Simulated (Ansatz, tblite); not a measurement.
Cost and result up the ladder for Li8Cl8 (started as a model of: 2x2x4 LiCl rock-salt block) (16 atoms). Charge 0, multiplicity 1. Geometry: PBE0-D4/def2-SVP.

```xyz
16

Li    1.728   -1.461    2.884
Cl    0.409    0.285    2.165
Li   -0.854    1.628    0.699
Cl   -2.199    3.306   -0.278
Cl    0.513   -3.287    2.186
Li   -0.605   -1.611    0.952
Cl   -2.202   -0.265   -0.137
Li   -3.059    1.476   -1.377
Cl    3.466   -1.389    1.378
Li    1.950    0.030    0.253
Cl    0.937    1.751   -0.996
Li   -0.727    2.974   -2.015
Li    2.059   -2.989    0.508
Cl    0.855   -1.772   -1.032
Li   -0.491   -0.046   -1.904
Cl   -1.779    1.370   -3.286
```

Ansatz on 4 threads of Arm Neoverse V2 on a shared host; xTB runs through tblite on one thread. Times are rough, summed over both states, and most runs start from the orbitals of an earlier one. PBE0-D4/def2-TZVP serves as the yardstick here, not as an exact answer. The other state is a doublet.

The xTB rows come from tblite. HOMO above LUMO, or a gap near zero within one spin, warns that the state may not be the lowest or that an electron is smeared out.

Raw xTB energies of ions are shifted by several eV.

| level | functions | vertical IE (eV) | difference from PBE0-D4/def2-TZVP (eV) | remarks |
| --- | --- | --- | --- | --- |
| GFN2-xTB | 104 | 13.08 | 3.14 | – |
| PBE0-D4/def2-TZVP | 408 | 9.95 | 0.00 | – |
| GFN1-xTB | 104 | 14.33 | 4.38 | – |
| PBE-D4/def2-TZVP (with forces) | 408 | 9.12 | -0.83 | gap within one spin near zero (+1 doublet) |

Estimate how long each takes.

GFN1-xTB 0.053 s; GFN2-xTB 0.061 s; PBE-D4/def2-TZVP (with forces) 49 s; PBE0-D4/def2-TZVP 2.2 min. On shared hardware such times vary by a factor of up to 3.
